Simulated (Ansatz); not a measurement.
Reaction (redistribution): `[SiH3][SiH2][GeH2][GeH2][GeH2][SiH3]` + `[SiH3]O[SiH2][SiH3]` → `[SiH3][O][GeH2][SiH3]` + `[SiH3][SiH2][GeH2][GeH2][SiH2][SiH3]`

Calculated with Ansatz (gas phase, PBE0-D4/def2-TZVP geometries, no zero-point term in ΔE). CCSD(T)/CBS adds triple-zeta CCSD(T) − MP2 to the extrapolated MP2 energy (def2 sets, frozen cores). DFT in def2-TZVPP. For Ge outer-core shells are correlated without core-valence functions, which leaves a few kJ/mol of doubt a bond. Scalar relativity is left out up to krypton. Each species was taken in one conformer, which may not be the lowest.

```tsv
level	ΔE (eV)
ωB97M-V	0.82
B2PLYP	0.81
r2SCAN	0.79
PBE0	0.76
HF/def2-TZVPP	0.84
SCS-MP2/def2-TZVPP	0.81
CCSD(T)/def2-TZVPP	0.79
CCSD/CBS(def2)	0.84
```

(1) What does CCSD(T)/CBS give? (Best estimate.)

Largest T1 diagnostic among the species: 0.013.

Results:

(1) The calculation gave: +0.82 eV. The listed levels differ from it by 0.00, -0.01, -0.03, -0.06, 0.02, -0.01, -0.03, 0.02 eV.

From PBE to PBE0 (25 % exact exchange), in def2-TZVPP and without D4, ΔE moves by +0.05 eV.
